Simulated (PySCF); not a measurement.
Compound: C7H18P2.
Cartesian coordinates in Å at the PBE0-D3(BJ)/def2-SVP level; atoms count from 1:
```
atom  x, y, z in Å
C1     2.702   -1.088   -1.255
C2     1.233   -1.003   -0.954
P3     0.525    0.271   -0.122
C4     1.436    0.660    1.409
P5     0.339    2.446   -0.930
C6    -1.251   -0.122    0.313
C7    -2.074   -0.079   -0.977
C8    -1.787    0.910    1.306
C9    -1.307   -1.518    0.933
H10    2.999   -0.633   -2.221
H11    3.034   -2.140   -1.290
H12    3.317   -0.602   -0.479
H13    0.557   -1.487   -1.669
H14    1.344   -0.177    2.114
H15    2.498    0.793    1.159
H16    1.061    1.587    1.865
H17    0.196    1.989   -2.275
H18    1.763    2.521   -1.033
H19   -3.122   -0.337   -0.752
H20   -2.071    0.924   -1.431
H21   -1.705   -0.797   -1.724
H22   -1.271    0.849    2.277
H23   -2.855    0.712    1.489
H24   -1.695    1.939    0.928
H25   -0.701   -1.580    1.851
H26   -0.934   -2.284    0.240
H27   -2.350   -1.755    1.203
```

All values: PBE0/pcSseg-1 (PySCF, non-relativistic), on one gas-phase PBE0-D3(BJ)/def2-SVP geometry that isn't relaxed in the solvent. The solvent is an IEF-PCM continuum (cavity from Bondi-type radii × 1.2). The model holds no explicit solvent molecules, cavitation or dispersion.

```
run  E − E(gas) (kcal/mol)  HOMO (eV)  HOMO–LUMO gap (eV)  dipole (D)
gas                   0.00      -4.65                4.88        1.61
  P                  -4.73      -4.76                5.00        2.13
  Q                  -1.84      -4.67                4.92        1.82
```

The runs were made in acetone and cyclohexane. Which run belongs to which solvent?

P = acetone, Q = cyclohexane. The dielectric constants are 2.017 (cyclohexane), 20.49 (acetone), and the energy falls further as ε rises. In this model the ground state sees the solvent through ε alone.

How constant is the ratio of the lowering to (ε − 1)/(2ε + 1)?

```tsv
solvent	(ε − 1)/(2ε + 1)	E − E(gas) (kcal/mol)	ratio (kcal/mol)	polarisation term (kcal/mol)
cyclohexane	0.202	-1.84	-9.1	-1.93
acetone	0.464	-4.73	-10.2	-5.38
```

The ratio changes by +12.1 % in size from cyclohexane to acetone. The polarisation term is half the interaction of the solute with the induced surface charges.
